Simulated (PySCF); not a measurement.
Species: C₃H₁₀BN.
SMILES: `CC(C)BN`

Level of theory: PySCF 2.14.0, density-fitted response routines, TDDFT CAM-B3LYP/def2-SVPD, vertical, gas phase, core orbitals frozen in the response. Isolated species at its PBE0-D3(BJ)/def2-SVP geometry (one conformer only). Torsions of this conformer, `[CH3:1][CH:2]([CH3:3])[BH:4][NH2:5]`: C1–C2–B4–N5 -122°, H–N5–B4–C2 -179°, H–N5–B4–C2 0°.

Orbital energies (eV): HOMO-3 -10.82, HOMO-2 -10.48, HOMO-1 -9.88, HOMO -9.38, LUMO 1.07, LUMO+1 1.56, LUMO+2 1.84.

Computed singlets:

```
state  E (eV)       f
   S1    7.02  0.0003
   S2    7.55   0.047
   S3    7.75  0.0011
   S4    8.33   0.231
   S5    8.40   0.025
   S6    8.56   0.034
   S7    8.63   0.104
   S8    8.70  0.0004
   S9    8.92  0.0098
  S10    9.04  0.0027
```

Which orbital pair leads each of S1, S2, S3, S4, S6 and S9, and how does its energy difference Δε compare with the excitation energy?

```
state  leading configuration  weight  Δε (eV)  E (eV)  E − Δε (eV)       f          other configurations
   S1            HOMO→LUMO+1    0.86    10.94    7.02        -3.92  0.0003                    H→L+4 (9%)
   S2            HOMO-1→LUMO    0.86    10.95    7.55        -3.40   0.047                             –
   S3              HOMO→LUMO    0.92    10.45    7.75        -2.70  0.0011                             –
   S4          HOMO-1→LUMO+1    0.62    11.44    8.33        -3.11   0.231                   H→L+2 (22%)
   S6          HOMO-2→LUMO+1    0.84    12.03    8.56        -3.48   0.034                             –
   S9            HOMO-2→LUMO    0.65    11.54    8.92        -2.62  0.0098  H-2→L+2 (13%), H-3→L+1 (10%)
```

E − Δε runs from -3.92 to -2.62 eV. 

H and L stand for HOMO and LUMO. The other states: S5 8.40 eV, f 0.025, H→L+2 (56%), H-1→L+1 (22%), H→L+3 (8%); S7 8.63 eV, f 0.104, H→L+3 (81%), H→L+2 (14%); S8 8.70 eV, f 0.0004, H-1→L+3 (75%), H-1→L+6 (9%); S10 9.04 eV, f 0.0027, H→L+4 (43%), H-4→L+1 (32%), H→L+1 (9%).

Which computed triplets share their leading configuration (75% or more) with a singlet, and how far apart are the partners?

```
configuration  triplet  E(T) (eV)  singlet  E(S) (eV)  E(S) − E(T) (eV)
  HOMO→LUMO+1       T1       6.52       S1       7.02             +0.50
  HOMO-1→LUMO       T3       7.24       S2       7.55             +0.31
    HOMO→LUMO       T4       7.63       S3       7.75             +0.12
```

The 4 triplets are Tamm–Dancoff values, the singlets full response.

Summed over the main configurations (up to three a state, each over 8%) of all 10 singlets, the electron leaves HOMO with weight 4.19, HOMO-1 with weight 2.54, HOMO-2 with weight 1.61 and HOMO-4 with weight 0.32.

The vertical ionisation energy (ΔSCF) is 10.21 eV, 1.17 eV above S10.

Without π bonds the low states are Rydberg-like; a valence basis with one diffuse set may place them up to an eV too high.
